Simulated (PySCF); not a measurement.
CH5BOS2, SMILES COB(S)S.

Coordinates come from a PBE0-D3(BJ)/def2-SVP optimisation. The structure was generated by enumeration, and PubChem lists no compound with its InChIKey, so it may never have been made. One conformer was computed; it need not be the lowest.

Two levels are set side by side: TDDFT-PBE/def2-SVPD (PySCF) and TDDFT-CAM-B3LYP/def2-SVPD (PySCF). Vertical, same geometry. The lowest singlet is HOMO→LUMO 99 % with PBE and HOMO→LUMO 63 %, HOMO→LUMO+2 10 % with the other functional; states are paired by order. Differences are taken from unrounded values.

| quantity | TDDFT-CAM-B3LYP |
|---|---|
| lowest singlet excitation (eV) | 6.00 |
| lowest triplet excitation (TDA) (eV) | 5.64 |
| first bright state (f over 0.05) (eV) | 6.56 |
| its oscillator strength | 0.21 |

**Question.** What does TDDFT-PBE give, and how far is it from TDDFT-CAM-B3LYP? (Estimate from the structure and the level; the computed values follow.)

**Answer.** 
```json
[
 {"quantity": "lowest singlet excitation (eV)", "TDDFT-PBE": "5.34", "TDDFT-PBE minus TDDFT-CAM-B3LYP": "-0.66"},
 {"quantity": "lowest triplet excitation (TDA) (eV)", "TDDFT-PBE": "5.07", "TDDFT-PBE minus TDDFT-CAM-B3LYP": "-0.56"},
 {"quantity": "first bright state (f over 0.05) (eV)", "TDDFT-PBE": "5.91", "TDDFT-PBE minus TDDFT-CAM-B3LYP": "-0.65"},
 {"quantity": "its oscillator strength", "TDDFT-PBE": "0.18", "TDDFT-PBE minus TDDFT-CAM-B3LYP": "-0.03"}
]
```

Functionals without exact exchange tend to place singlet excitations lower, as here. Differences between two approximate levels are no errors against the true value.

Rough cost on one machine, each run with all the roots and properties that it gave: TDDFT-CAM-B3LYP against TDDFT-PBE about 8 times.
